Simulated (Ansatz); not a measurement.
## C3H5AlF4: where a starting geometry ends

The starting geometry of this gas-phase singlet was optimised with GFN2-xTB.

```xyz
13

C    -1.4499    1.9728   -0.0776
C     0.4309   -0.4433    1.6151
C    -0.5820   -0.1681    2.6696
Al   -0.9191    0.0910    0.1782
F    -1.4114   -1.2790   -0.5934
F    -1.8539   -0.4032    2.1534
F    -0.6225    1.1112    3.0549
F    -0.5249   -0.9014    3.7843
H    -0.7373    2.6484    0.4007
H    -2.4294    2.1961    0.3559
H    -1.5087    2.2450   -1.1336
H     0.6449   -1.5180    1.6343
H     1.3505    0.0801    1.8720
```

Q: Predict what it relaxes into with PBE-D3(BJ)/def2-SVP.

A: A bond breaks, giving a structure given below by its coordinates. Distances that change by over a tenth: C2–Al4 (2.04 → 2.36 Å), Al4–F6 (2.24 → 1.70 Å). Contacts that open: C3–F6 (1.39 → 2.73 Å).

The energy falls by 0.91 eV over 30 steps:

```
step  E − E(last) (eV)
   1             0.906
   4             0.654
   7             0.614
  11             0.586
  14             0.334
  17             0.031
  20             0.005
  24             0.000
  27             0.000
  30             0.000
```

Final geometry (Å):

```tsv
atom	x (Å)	y (Å)	z (Å)
C	-1.3550	1.8696	-0.1610
C	0.4725	-0.2467	1.6854
C	0.0091	-0.3548	2.9571
Al	-1.6461	0.1591	0.7254
F	-1.6776	-1.2745	-0.1692
F	-2.5575	0.0986	2.1566
F	-0.0731	0.6470	3.7927
F	-0.4449	-1.4575	3.4855
H	-1.0914	2.6697	0.5610
H	-2.2822	2.1896	-0.6816
H	-0.5530	1.8089	-0.9251
H	0.6208	-1.1650	1.1006
H	0.9656	0.6877	1.3865
```

The end wasn't checked by frequencies. Run with Ansatz 0.2.0, 2.5 min on 2 threads of AMD EPYC (Zen 3), with other jobs on the host.
